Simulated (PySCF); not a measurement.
Al(Me)2(OiPr), SMILES CC(C)[O][Al]([CH3])[CH3] (C5H13AlO) at its GFN2-xTB optimised geometry (Å):

```
20

Al    -1.2945    -0.0131     0.0000
C     -2.2222     1.7595     0.0000
H     -1.8953     2.3835     0.8363
H     -3.3073     1.6672     0.0675
H     -2.0036     2.3288    -0.9081
C     -2.2217    -1.7860    -0.0255
H     -1.9241    -2.3827    -0.8925
H     -3.3083    -1.6940    -0.0535
H     -1.9700    -2.3835     0.8553
O      0.3563    -0.0131     0.0000
C      1.7471    -0.0193     0.0994
C      2.2146    -1.2959     0.7968
C      2.2226     1.2218     0.8531
H      2.1611     0.0024    -0.9205
H      1.8090    -1.3287     1.8058
H      3.3000    -1.3272     0.8451
H      1.8551    -2.1650     0.2512
H      1.8634     2.1166     0.3504
H      1.8228     1.2091     1.8649
H      3.3083     1.2471     0.8966
```

Level of theory: CAM-B3LYP/def2-SVP in PySCF. Cells within 0.4 Å of a nucleus heavier than hydrogen are left out (blank, or x).

Map of the deformation density (molecule minus spherical neutral atoms) (e/bohr³) on the plane z = 0.0 Å:

```
|111111111111111111111111111|
|111111111111111111111111111|
|111111111111111111111111111|
|111111111111111111111111111|
|111111111111111111111111111|
|111111111111111111111111111|
|111111111111111111111111111|
|111111112211111111111111111|
|11111243x111111112211111111|
|1111159xx211111112311111111|
|111112447521111101101111111|
|111111125421122101211111111|
|111111112211256203300111111|
|111111111xx12xx33xx00111111|
|111111112211257203300111111|
|111111124421122102311111111|
|111112437521111101101111111|
|1111159xx211111113311111111|
|11111243x111111112311111111|
|111111112211111111111111111|
|111111111111111111111111111|
|111111111111111111111111111|
|111111111111111111111111111|
|111111111111111111111111111|
|111111111111111111111111111|
|111111111111111111111111111|
|111111111111111111111111111|
```
Scale: ten equal steps from -0.022 (start of '0') to 0.091 (end of '9'), in the order '0123456789'; x runs from -5.50 to 5.50, y from -5.50 (bottom) to 5.50 (top).
